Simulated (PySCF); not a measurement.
Bond curve of ZnBi

Set-up: basis Zn cc-pVDZ-PP with ECP10, Bi cc-pVDZ-PP with ECP60; scalar-relativistic core potentials; PySCF 2.14. Energies in eV from Zn + Bi in their ground configurations at the same level. State: ⁴Σ⁻ (quartet), unpaired electrons σ ↑, π ↑↑.

All columns are r²SCAN. A positive dipole means Zn(−)Bi(+).

| R (Å) | E (eV) | μ (D) | Mulliken charge on Zn (basis-dependent) | HOMO (eV) | LUMO (eV) | Mayer bond order | ⟨S²⟩ |
| --- | --- | --- | --- | --- | --- | --- | --- |
| 2.515 | -0.151 | 0.54 | 0.02 | -4.38 | -3.44 | 0.97 | 3.76 |
| 2.632 | -0.291 | 0.39 | 0.03 | -4.48 | -3.31 | 0.87 | 3.77 |
| 2.749 | -0.352 | 0.27 | 0.03 | -4.57 | -3.19 | 0.77 | 3.77 |
| 2.836 | -0.364 | 0.19 | 0.02 | -4.64 | -3.12 | 0.69 | 3.77 |
| 2.924 | -0.358 | 0.12 | 0.02 | -4.71 | -3.05 | 0.62 | 3.77 |
| 3.012 | -0.340 | 0.07 | 0.02 | -4.77 | -3.00 | 0.56 | 3.78 |
| 3.129 | -0.306 | 0.02 | 0.02 | -4.85 | -2.93 | 0.47 | 3.78 |
| 3.275 | -0.258 | -0.01 | 0.01 | -4.95 | -2.89 | 0.38 | 3.78 |
| 3.450 | -0.203 | -0.02 | 0.00 | -5.06 | -2.89 | 0.28 | 3.77 |
| 3.684 | -0.143 | 0.00 | 0.00 | -5.19 | -2.87 | 0.18 | 3.77 |

A fit through these points gives, at Re = 2.846 Å, μ = 0.18 D and dμ/dR = -0.808 D/Å; the reduced mass is 48.95 u.

How strong is the fundamental in the double-harmonic approximation, I = 42.26·(dμ/dR)²/μred km/mol?

I = 42.26·(-0.808)²/48.95 = 0.564 km/mol at r²SCAN.

The bond is weak. Basis-set superposition, not corrected here, can be much of De in a small basis, most of all at correlated wavefunction levels. Functionals without a dispersion term scatter widely for such bonds, and LDA overbinds them. These are scalar-relativistic numbers at best; spin–orbit coupling would shift them, the dissociation energy most. The state is the lowest determinant that a PBE0 search found; another state may lie lower at other levels.
